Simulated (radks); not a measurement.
Valence configurations of the oxygen ion O3+ (all share [He]). Calculated with a radial shooting solver on a logarithmic mesh with Libxc functionals: scalar-relativistic Kohn-Sham, LDA (Slater exchange, Perdew-Wang correlation), spin-polarised, spherical densities, finite nucleus; open shells are filled with parallel spins first; Fermi nuclear charge, rms radius 2.6991 fm. Energies are relative to 2s2 2p1; eigenvalues in eV for spin up.

valence      E (eV)  moment (Bohr magnetons)    e(2p)    e(2s)
2s2 2p1       0.000                        1  -66.336  -80.288
2s1.5 2p1.5   4.876                        2  -66.857  -80.899
2s1 2p2       8.026                        3  -67.112  -81.259
2s0.5 2p2.5  15.108                        3  -66.714  -80.895
2p3          22.207                        3  -66.323        -

NIST lists [He] 2s2 2p1 as the ground configuration; this level of theory agrees among the configurations tried. The energies are those of spherical high-spin densities, not of single terms.
